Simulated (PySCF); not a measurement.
CH₅FOSi, SMILES C[Si@H](O)F. Atoms are numbered in the order given.

```xyz
9

C     -1.3486    -0.5237     0.9160
Si    -0.1151     0.1047    -0.3316
O      1.0388    -1.0183    -0.7196
F      0.6026     1.4119     0.3306
H     -0.8532    -0.7991     1.8618
H     -1.8771    -1.4119     0.5340
H     -2.0992     0.2499     1.1458
H     -0.7218     0.5176    -1.6152
H      1.5208    -1.4401     0.0014
```
Charge 0, spin multiplicity 1.

The structure is a stationary point at B3LYP-D3(BJ)/def2-SVP. The structure was generated by enumeration; whether it is a known compound was not checked. One conformer was computed; it need not be the lowest.

Two levels are set side by side: PBE/pcSseg-1 (PySCF) and B3LYP/pcSseg-1 (PySCF). GIAO shifts against CFCl3 (¹⁹F), H2O (¹⁷O), TMS (²⁹Si), TMS (¹H), TMS (¹³C) at the same level; non-relativistic, no solvent, atoms listed together averaged. Differences are taken from unrounded values.

```csv
quantity,B3LYP,PBE,PBE minus B3LYP
δ(¹³C) of C1 (ppm),2.5,2.7,0.2
δ(²⁹Si) of Si2 (ppm),-7.3,-0.6,6.7
δ(¹⁷O) of O3 (ppm),67.1,75.2,8.1
δ(¹⁹F) of F4 (ppm),-157.4,-169.6,-12.2
δ(¹H) of H8 (ppm),4.97,5.26,0.29
δ(¹H) of H9 (ppm),2.26,2.21,-0.06
```

Rough cost on one machine, each run with all the roots and properties that it gave: B3LYP against PBE within a factor of 2.
